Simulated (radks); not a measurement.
Values are calculated unless marked as measured or tabulated.
The indium ion In+, configuration [Kr] 4d10 5p2 (not the ground configuration). Level of theory: Dirac Kohn-Sham, PBE, spin-unpolarised, spherical densities, finite nucleus; open shells fill j = l - 1/2 first; Fermi nuclear charge, rms radius 4.6156 fm (a radial shooting solver on a logarithmic mesh with Libxc functionals).

Radial electron density D(r) = 4 pi r^2 rho(r):

```
   r/bohr * D(r) (the largest magnitude, 80.1, reaches the edge; | marks zero)
 0.001027 |*
 0.001186 |*
 0.001381 | *
 0.001594 | *
 0.001841 |  *
 0.002127 |   *
 0.002476 |    *
 0.002859 |     *
 0.003302 |      *
 0.003813 |        *
 0.004439 |           *
 0.005127 |             *
 0.005921 |                *
 0.006893 |                    *
 0.007961 |                       *
 0.009194 |                           *
  0.01062 |                               *
  0.01236 |                                   *
  0.01428 |                                       *
  0.01649 |                                         *
  0.01904 |                                           *
  0.02217 |                                           *
   0.0256 |                                          *
  0.02956 |                                        *
  0.03414 |                                      *
  0.03975 |                                     *
   0.0459 |                                     *
  0.05301 |                                        *
  0.06172 |                                            *
  0.07127 |                                                 *
  0.08231 |                                                     *
  0.09506 |                                                      *
   0.1107 |                                                   *
   0.1278 |                                              *
   0.1476 |                                        *
   0.1705 |                                     *
   0.1984 |                                      *
   0.2292 |                                         *
   0.2647 |                                            *
   0.3081 |                                          *
   0.3559 |                                   *
    0.411 |                         *
   0.4746 |                 *
   0.5525 |             *
   0.6381 |            *
    0.737 |              *
   0.8511 |              *
   0.9908 |            *
    1.144 |         *
    1.322 |      *
    1.526 |   *
    1.777 |  *
    2.052 | *
     2.37 |*
    2.759 |*
    3.186 |*
     3.68 *
    4.249 *
    4.947 *
    5.713 *
    6.598 *
     7.62 *
    8.871 *
    10.24 *
```

D(r) has 4 maxima, at r = 0.0210, 0.0921, 0.271, 0.811 bohr, and minima at 0.0414, 0.177, 0.594 bohr, inside which lie 2.04, 11.17, 29.00 electrons.
